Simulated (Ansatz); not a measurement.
C₂H₃BClF₃O, SMILES `FC(F)(F)COBCl`, relaxed with RKS PBE-D4/def2-SVP in Ansatz 0.2.0 from a rough embedded geometry. The force threshold is 0.03 eV/Å; the program also tests the step.

The species carries charge 0 and has multiplicity 1.

Start:

```xyz
11

F     2.497    0.365    0.735
C     1.185    0.665    0.966
F     0.959    2.035    0.810
F     0.835    0.314    2.177
C     0.352   -0.126   -0.043
O    -0.989    0.145    0.154
B    -1.782   -0.649   -0.844
Cl   -2.229    0.105   -2.486
H     0.622   -1.249    0.122
H     0.707    0.137   -1.066
H    -2.158   -1.742   -0.524
```

| step | energy (eV) | largest force (eV/Å) | largest move (Å) |
| --- | --- | --- | --- |
| 1 | -25488.5843 | 2.971 | 0.000 |
| 2 | -25489.0281 | 1.788 | 0.083 |
| 3 | -25489.1457 | 1.234 | 0.194 |
| 4 | -25489.2682 | 0.326 | 0.200 |
| 5 | -25489.3516 | 0.623 | 0.195 |
| 6 | -25489.4516 | 0.637 | 0.195 |
| 7 | -25489.5526 | 0.562 | 0.192 |
| 8 | -25489.6619 | 0.324 | 0.200 |
| 9 | -25489.7081 | 0.253 | 0.200 |
| 10 | -25489.7201 | 0.264 | 0.173 |
| 11 | -25489.7264 | 0.465 | 0.142 |
| 12 (rejected) | -25489.7210 | 0.446 | 0.085 |
| 13 | -25489.7389 | 0.107 | 0.041 |
| 14 | -25489.7443 | 0.278 | 0.099 |
| 15 | -25489.7482 | 0.297 | 0.068 |
| 16 | -25489.7537 | 0.216 | 0.103 |
| 17 | -25489.7559 | 0.317 | 0.048 |
| 18 | -25489.7579 | 0.283 | 0.046 |
| 19 (rejected) | -25489.7566 | 0.260 | 0.062 |
| 20 | -25489.7599 | 0.133 | 0.031 |
| 21 | -25489.7608 | 0.050 | 0.071 |
| 22 | -25489.7609 | 0.018 | 0.005 |

End:

```xyz
11

F     2.129    0.157    1.444
C     0.963    0.583    0.907
F     1.050    1.910    0.703
F    -0.021    0.365    1.809
C     0.695   -0.179   -0.389
O    -0.534    0.230   -0.953
B    -1.669   -0.481   -0.738
Cl   -3.171    0.169   -1.381
H     0.711   -1.264   -0.153
H     1.513    0.052   -1.100
H    -1.666   -1.542   -0.148
```

Hardware: 3 threads of an AMD EPYC 7R13 on a shared host and a share of an NVIDIA H100 80 GB. Wall time 52 s, peak host memory 0.85 GiB.
